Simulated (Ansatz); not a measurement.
C3H9NSi can be A, `C=CN(C)[SiH3]`, or B, `C=C[SiH2]CN`.

Isolated molecules relaxed with PBE0-D4/def2-TZVP in Ansatz; ΔE leaves out vibrations. CBS: MP2 limit from def2 TZ/QZ plus the TZ coupled-cluster correction, frozen cores. DFT in def2-TZVPP. Each species was taken in one conformer, which may not be the lowest.

(1) Which isomer does CCSD(T)/CBS put lower? Give the gap. (An estimate is asked.)

(2) Give E(B) − E(A) in kJ/mol with ωB97M-V, CCSD/def2-TZVPP, BLYP-D4, HF/def2-TZVPP, B2PLYP, r2SCAN-D4, PBE0-D4. (Best estimate.)

(3) Does the order hold for the free energy at 298.15 K (harmonic terms from PBE0-D4)? (Best estimate.)

Largest T1 diagnostic: 0.012.

Answers

(1) Computed: A, by 40.0 kJ/mol.

(2) Ansatz gave: ωB97M-V 41.6, CCSD/def2-TZVPP 41.8, BLYP-D4 47.2, HF/def2-TZVPP 47.3, B2PLYP 46.2, r2SCAN-D4 46.5, PBE0-D4 43.4. None reverses the order clearly.

(3) The calculation gave: Yes: G(B) − G(A) = +41.9 kJ/mol, for one conformer each. Modes under 60 cm⁻¹, often nearly free rotors, make the harmonic entropy too high.

At CCSD(T), def2-SVP lies +15.1 kJ/mol from the extrapolated value and def2-TZVPP +2.2 kJ/mol. From BLYP to BHLYP (50 % exact exchange), in def2-TZVPP and without D4, E(B) − E(A) moves by +6.8 kJ/mol.
